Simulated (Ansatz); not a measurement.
Reactions of C2H3F2I (`FCC(F)I`).

Program: Ansatz. Geometries: PBE0-D4/def2-TZVP. ΔE: electronic, gas phase. CCSD(T)/CBS adds triple-zeta CCSD(T) − MP2 to the extrapolated MP2 energy (def2 sets, frozen cores). This one scheme is used for every species. DFT in def2-TZVPP. def2 core potentials past Kr. For Br, I outer-core shells are correlated without core-valence functions, which leaves a few kJ/mol of doubt a bond. Scalar relativity is left out up to krypton. One conformer a species, not always the lowest.

| reaction | r2SCAN-D4 (kcal/mol) | PBE-D4 (kcal/mol) | B2PLYP (kcal/mol) | CCSD(T)/CBS(def2) (kcal/mol) |
| --- | --- | --- | --- | --- |
| `FCC(F)I` + HBr → `FCC(F)Br` + HI | 2.2 | 2.6 | 1.9 | 3.0 |
| `FCC(F)I` + `CC` → `CCC(F)CF` + HI | -4.7 | -3.3 | -4.9 | -5.2 |
| `FCC(F)I` + H₂ → `FCI` + `CF` | -7.6 | -7.9 | -10.4 | -8.4 |
| `FCC(F)I` + CH₃OH → `COCF` + `FCI` | 2.0 | 2.1 | 1.6 | 3.6 |
| `FCC(F)I` + `CNBO` → `CNBOCF` + `FCI` | 7.7 | 7.6 | 7.2 | 8.6 |

Largest T1 diagnostic: 0.012, for `CNBOCF`.
